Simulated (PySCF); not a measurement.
Computed shifts of a molecule C3H5NSSi, B3LYP/pcSseg-1 (PySCF), GIAO, gas phase, atoms alike by connectivity averaged where their shifts nearly agree, in ppm (number of nuclei): ²⁹Si: -77.6 (1). ¹³C: 163.3 (1), 158.2 (1), 141.8 (1). ¹⁵N: 388.4 (1). ¹H: 8.80 (1), 7.81 (1), 4.71 (3). References: ²⁹Si against TMS (σ = 338.7 ppm); ¹³C against TMS (σ = 181.3 ppm); ³³S against H2S (σ = 695.8 ppm); ¹⁵N against NH3 (σ = 265.5 ppm); ¹H against TMS (σ = 31.68 ppm), references at their B3LYP-D3(BJ)/def2-TZVP geometries, non-relativistic. Geometry optimised at TPSSh-D3(BJ)/def2-SVP. Other conformers were not sampled.

Question: Identify the compound among the candidates.
(A) [SiH3]c1cncs1
(B) [SiH3]c1nccs1
(C) [SiH3]c1cscn1

Answer: C, [SiH3]c1cscn1
